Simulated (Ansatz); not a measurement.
The same ligand exchange along the group Mg, Zn, Cd.

Isolated molecules relaxed with PBE0-D4/def2-TZVP in Ansatz; ΔE leaves out vibrations. CCSD(T)/CBS is the MP2 limit (def2-TZVPP, def2-QZVPP) plus CCSD(T) − MP2 in def2-TZVPP, frozen cores. def2 core potentials past Kr. For Cd, Mg, Zn outer-core shells are correlated without core-valence functions, which leaves a few kJ/mol of doubt a bond. Scalar relativity is left out up to krypton. One conformer a species, not always the lowest.

| reaction | HF/CBS(def2) (kJ/mol) |
| --- | --- |
| `[SiH3][O][Mg][O][SiH3]` + `B[Si](O)(F)Cl` → `B[Si](F)(Cl)O[SiH3]` + `[OH][Mg][O][SiH3]` | 19 |
| `[SiH3][O][Zn][O][SiH3]` + `B[Si](O)(F)Cl` → `B[Si](F)(Cl)O[SiH3]` + `[OH][Zn][O][SiH3]` | 9 |
| `[SiH3][O][Cd][O][SiH3]` + `B[Si](O)(F)Cl` → `B[Si](F)(Cl)O[SiH3]` + `[OH][Cd][O][SiH3]` | 7 |

(1) Give the CCSD(T)/CBS values in the same order. (Best estimate.)

Largest T1 diagnostic: 0.016, for `[OH][Zn][O][SiH3]`.

Answers

(1) Computed: 21, 3, 1 kJ/mol.
